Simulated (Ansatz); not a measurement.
Single points on the cluster Sn2F3.

```yaml
crystal:
  periodic: [false, false, false]
  atoms:
    - {symbol: Sn, position_ang: [1.238533, 1.669732, 0.031247]}
    - {symbol: Sn, position_ang: [-0.701293, -1.131351, -0.559576]}
    - {symbol: F, position_ang: [1.298173, -0.500046, -0.150986]}
    - {symbol: F, position_ang: [-0.714109, 1.002176, -0.666071]}
    - {symbol: F, position_ang: [-1.121304, -1.040510, 1.345396]}
basis:
  gaussian: {orbitals: def2-TZVP, initial_orbitals: start.molden}
magnetization: {spin_polarized: true, initial_magnetization: 1}
hamiltonian: {xc: {name: r2SCAN0}, dispersion: d4}
scf: {omitted_lower_state_checks: [starts]}
output: {orbitals: {seedname: orbitals}}
```

The file start.molden holds the orbitals of an earlier run on this structure, at another level or in another basis.

```sh
$ ansatz run in.yaml --threads 4 --pin off --events-out ev --progress --plain --max-ram 4787MiB
```

Output, abridged:

```
Functional definition: r2SCAN0
1390 factors; their error is unknown
mean field evaluation 1: about -19819.6662 eV, gradient 4.0e0 eV
mean field evaluation 2: about -19819.7110 eV, gradient 5.8e-2 eV
mean field evaluation 4: about -19819.9121 eV, gradient 2.3e-4 eV
mean field -19819.91204989 eV, -728.3683334146 hartree, gradient 1.5e-5 eV, S^2 0.757655; 0 other end points of the search recorded, 0 dependent functions left out
reference -19819.91206594 eV, -728.3683340044 hartree; 36, 35 occupied and 157, 158 virtual orbitals, 1390 factors
Total energy: -19819.95387118 eV, -728.3698703185 hartree
Checks for a lower state left out: starts
```

Run time 10 s (4 threads of Arm Neoverse V2 on a shared host), peak host memory 0.73 GiB.

The first input with `hamiltonian: {xc: pbe, dispersion: d4}`, `output: {forces: true, orbitals: {seedname: orbitals}}` (abridged; 3.2 s):

```
Functional definition: PBE
mean field -19814.02969526 eV, -728.1521608690 hartree, gradient 2.7e-5 eV, S^2 0.752184
Total energy: -19814.19223949 eV, -728.1581342594 hartree
Atom 0 force     0.144352     0.215188     0.063403 eV/Å
Atom 1 force    -0.132632    -0.240770    -0.184878 eV/Å
Atom 2 force     0.323502    -0.186926     0.029356 eV/Å
Atom 3 force    -0.256320     0.245880    -0.119201 eV/Å
Atom 4 force    -0.078902    -0.033371     0.211320 eV/Å
Dipole moment:     0.125076     0.011776    -0.453994 e Å
Checks for a lower state left out: starts
```

First input, but with `gaussian: {orbitals: def2-SVP, initial_orbitals: start.molden}`, `hamiltonian: {xc: pbe0, dispersion: d4}` (abridged; 2.1 s):

```
Functional definition: PBE0
mean field -19803.32768145 eV, -727.7588691158 hartree, gradient 1.7e-5 eV, S^2 0.753345
Total energy: -19803.46552457 eV, -727.7639347568 hartree
Checks for a lower state left out: starts
```

Geometry: PBE0-D4/def2-SVP.

In the def2 sets Sn takes a core potential; there is no spin–orbit coupling. The structure comes from a short search, and lower isomers may exist.
